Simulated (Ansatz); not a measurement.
Basis sets compared for the cluster Na3Pb. Total charge 0; doublet. Geometry PBE-D4/def2-TZVP. Ansatz on 4 threads of AMD EPYC 9R45 on a shared host; times are rough, and most runs start from earlier orbitals.

```xyz
4

Na    2.216   -1.453   -0.283
Na   -2.297    0.584    1.223
Na   -0.633   -0.093   -1.777
Pb    0.713    0.962    0.838
```

In the def2 sets Pb takes a core potential; there is no spin–orbit coupling. At r2SCAN-D4/def2-TZVP, r2SCAN-D4/def2-TZVPD, PBE0-D4/def2-SVP, PBE0-D4/def2-TZVP and others the charge 0 doublet is spin-contaminated (final ⟨S²⟩ up to 1.01, 0.75 for a pure state). The structure comes from a short search, and lower isomers may exist.

| level | functions | energy (Eh) | HOMO (eV) | LUMO (eV) | wall time |
| --- | --- | --- | --- | --- | --- |
| PBE-D4/def2-SVP | 71 | -679.2957 | -3.03 | -2.23 | 0.65 s |
| PBE-D4/def2-TZVP | 146 | -679.4828 | -3.08 | -2.28 | 1 s |
| r2SCAN-D4/def2-TZVP (with forces) | 146 | -679.7882 | -3.19 | -1.91 | 2.6 s |
| PBE0-D4/def2-SVP | 71 | -679.3065 | -3.65 | -1.54 | 0.9 s |
| PBE0-D4/def2-TZVP | 146 | -679.4900 | -3.69 | -1.58 | 1.4 s |

(1) Estimate the rows for PBE-D4/def2-TZVPD, r2SCAN-D4/def2-TZVPD, PBE0-D4/def2-TZVPD.

Results:

(1) 
| level | functions | energy (Eh) | HOMO (eV) | LUMO (eV) | wall time |
| --- | --- | --- | --- | --- | --- |
| PBE-D4/def2-TZVPD | 161 | -679.4832 | -3.08 | -2.28 | 1.2 s |
| r2SCAN-D4/def2-TZVPD | 161 | -679.7885 | -3.19 | -1.90 | 3 s |
| PBE0-D4/def2-TZVPD | 161 | -679.4903 | -3.69 | -1.58 | 1.8 s |
